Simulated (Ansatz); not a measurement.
Reaction (ligand exchange at a Ti–F bond): `[CH3][Ti]([OH])([F])[Cl]` + HCl → `[CH3][Ti]([OH])([Cl])[Cl]` + H–F

Program: Ansatz. Geometries: PBE0-D4/def2-TZVP. ΔE: electronic, gas phase. CCSD(T)/CBS is the MP2 limit (def2-TZVPP, def2-QZVPP) plus CCSD(T) − MP2 in def2-TZVPP, frozen cores. This one scheme is used for every species. DFT in def2-TZVPP. HSE06 is defined as in plane-wave codes. For Ti outer-core shells are correlated without core-valence functions, which leaves a few kJ/mol of doubt a bond. Scalar relativity is left out up to krypton. Each species was taken in one conformer, which may not be the lowest.

`[CH3][Ti]([OH])([F])[Cl]`:

Cartesian coordinates in Å:
```
C 0.968 0.800 -0.436
Ti -0.591 -0.151 0.474
O -0.666 -1.741 -0.274
F -0.181 -0.210 2.178
Cl -2.375 1.080 0.077
H 0.776 0.860 -1.511
H 1.064 1.805 -0.017
H 1.884 0.230 -0.255
H -0.877 -2.673 -0.236
```

HCl:

Cartesian coordinates in Å:
```
Cl -0.121 0.176 -0.603
H 0.121 -0.176 0.603
```

`[CH3][Ti]([OH])([Cl])[Cl]`:

Cartesian coordinates in Å:
```
C 0.052 0.734 1.118
Ti -0.038 -0.084 -0.744
O -0.014 -1.816 -0.479
Cl -1.923 0.623 -1.622
Cl 1.737 0.647 -1.810
H 0.975 0.402 1.601
H 0.041 1.823 1.030
H -0.814 0.392 1.692
H -0.017 -2.721 -0.788
```

H–F:

```xyz
2

F     0.012    0.050   -0.457
H    -0.012   -0.050    0.457
```

**Question.** Is it downhill or uphill in electronic energy at CCSD(T)/CBS, and by how much? (An estimate is asked.)

**Answer.** Computed: Uphill: ΔE = +9.1 kJ/mol.

**Question.** What do these levels give: PBE-D4, B97M-V, r2SCANh-D4, BHLYP-D4, ωB97X-V, ωB97M-V, PBE, HSE06, CAM-B3LYP, HF/def2-SVP, CCSD(T)/def2-TZVPP, HF/def2-QZVPP? (Best estimate.)

**Answer.** Computed: PBE-D4 20.4, B97M-V 21.7, r2SCANh-D4 18.9, BHLYP-D4 16.9, ωB97X-V 27.1, ωB97M-V 22.5, PBE 24.4, HSE06 18.4, CAM-B3LYP 31.4, HF/def2-SVP 29.3, CCSD(T)/def2-TZVPP 15.2, HF/def2-QZVPP 25.5 kJ/mol.

Largest T1 diagnostic among the species: 0.022, so the coupled-cluster value is less sure than usual.

From BLYP to BHLYP (50 % exact exchange), in def2-TZVPP and without D4, ΔE moves by −7.5 kJ/mol. In def2-TZVPP, CCSD(T) changes the Hartree–Fock value by −9.8 kJ/mol (the triples alone add −4.7 kJ/mol) and MP2 by −21.8 kJ/mol. Leaving LDA and LC-ωPBE aside and taking each functional with its dispersion term where it has one, the values, not all of them listed here, spread over 17.1 kJ/mol, from PBE-QIDH to CAM-B3LYP-D4. LDA lies −3.6 kJ/mol from PBE without D4.
